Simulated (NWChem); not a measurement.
System meant: GeH$_{3}$OF; SMILES [OH][GeH2][F]

Input file for NWChem:

```
start job
memory heap 200 mb stack 900 mb global 1100 mb
geometry units angstroms noautoz
  Ge    -0.293199     0.032086    -0.029964
  O      0.873816    -1.309170    -0.176431
  F      0.605550     1.545474    -0.083491
  H     -1.171018    -0.054860    -1.293549
  H     -1.016078     0.037414     1.342400
  H      1.456559    -1.362665     0.603970
end
basis spherical
  * library def2-svp
end
dft
  odft
  mult 2
  xc xpbe96 cpbe96
  iterations 150
  mulliken
end
task dft energy
```

End of the output:

```
 Summary of "ao basis" -> "" (spherical)
 ------------------------------------------------------------------------------
       Tag                 Description            Shells   Functions and Types
 ---------------- ------------------------------  ------  ---------------------
 *                          def2-svp                  on all atoms

  pbe96 is a nonlocal functional; adding pw91lda local functional.

                                 NWChem DFT Module
                                 -----------------

 Summary of "ao basis" -> "ao basis" (spherical)
 ------------------------------------------------------------------------------
       Tag                 Description            Shells   Functions and Types
 ---------------- ------------------------------  ------  ---------------------
 Ge                         def2-svp                12       32   5s4p3d
 O                          def2-svp                 6       14   3s2p1d
 F                          def2-svp                 6       14   3s2p1d
 H                          def2-svp                 3        5   2s1p

 Summary of "ao basis" -> "ao basis" (spherical)
 ------------------------------------------------------------------------------
       Tag                 Description            Shells   Functions and Types
 ---------------- ------------------------------  ------  ---------------------
 Ge                         def2-svp                12       32   5s4p3d
 O                          def2-svp                 6       14   3s2p1d
 F                          def2-svp                 6       14   3s2p1d
 H                          def2-svp                 3        5   2s1p

  number of electrons :                   52
  multiplicity        :                    2
 ------------------------------------------------------------------------
  no. of electrons and multiplicity not compatible                  52
 ------------------------------------------------------------------------
 ------------------------------------------------------------------------
  current input line :
    21: task dft energy
 ------------------------------------------------------------------------
 ------------------------------------------------------------------------
 There is an error in the input file
 ------------------------------------------------------------------------
 For more information see the NWChem manual at https://nwchemgit.github.io

0: no. of electrons and multiplicity not compatible:Received an Error in Communication
```

### Question
Can this run be used? If not, why, and what is the fix?

### Answer
The input was rejected before any calculation. Cause: the multiplicity doesn't fit the number of electrons (an even count wants an odd multiplicity, and the reverse). This input runs:
```
start job
memory heap 200 mb stack 900 mb global 1100 mb
geometry units angstroms noautoz
  Ge    -0.293199     0.032086    -0.029964
  O      0.873816    -1.309170    -0.176431
  F      0.605550     1.545474    -0.083491
  H     -1.171018    -0.054860    -1.293549
  H     -1.016078     0.037414     1.342400
  H      1.456559    -1.362665     0.603970
end
basis spherical
  * library def2-svp
end
dft
  xc xpbe96 cpbe96
  iterations 150
  mulliken
end
task dft energy
```
It converges to -2253.02763 Ha (PBE/def2-SVP).
